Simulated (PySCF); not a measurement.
## Ionisation energy of Au³⁴⁺ by level of theory

Au³⁴⁺ [Kr] 4d9 [4d3/2^4 4d5/2^5, M_J = 5/2] → Au³⁵⁺ [Kr] 4d8 [4d3/2^4 4d5/2^4, M_J = 4], as a difference of total energies. Calculation: PySCF 2.14, in an uncontracted even-tempered set (17 s from 3.5 bohr⁻², ratio 2.8; 14 p from 4.6 bohr⁻², ratio 2.8; 9 d from 4.6 bohr⁻², ratio 2.8; 3 f from 21 bohr⁻², ratio 3); the two-component X2C-1e Hamiltonian. Correlated levels: [Ar] 3d10 frozen; the 92 highest virtual spinors dropped. "Screened" scales the spin-orbit matrix elements by Boettger's factors to mimic the two-electron term; Breit and QED terms are absent.

```json
{"method": "GHF (spin-free)", "ionisation energy (eV)": "1535.6"}
{"method": "GMP2 (spin-free)", "ionisation energy (eV)": "1536.1"}
{"method": "GHF (screened spin-orbit)", "ionisation energy (eV)": "1526.4"}
{"method": "GMP2 (screened spin-orbit)", "ionisation energy (eV)": "1526.9"}
```

Breit and QED terms and the two-electron picture change are absent.

The spin-free rows relax to the high-spin LS determinant and lack the spin-orbit shift.

The labels give the starting determinants; with spin-orbit coupling the two ends relaxed to ⟨J²⟩ = 8.75, ⟨L²⟩ = 6.11, ⟨S²⟩ = 0.86 and ⟨J²⟩ = 20.00, ⟨L²⟩ = 13.09, ⟨S²⟩ = 1.87.

For comparison: 1527 ± 5 eV (theoretical estimate listed by NIST; NIST Atomic Spectra Database, ionization energies).
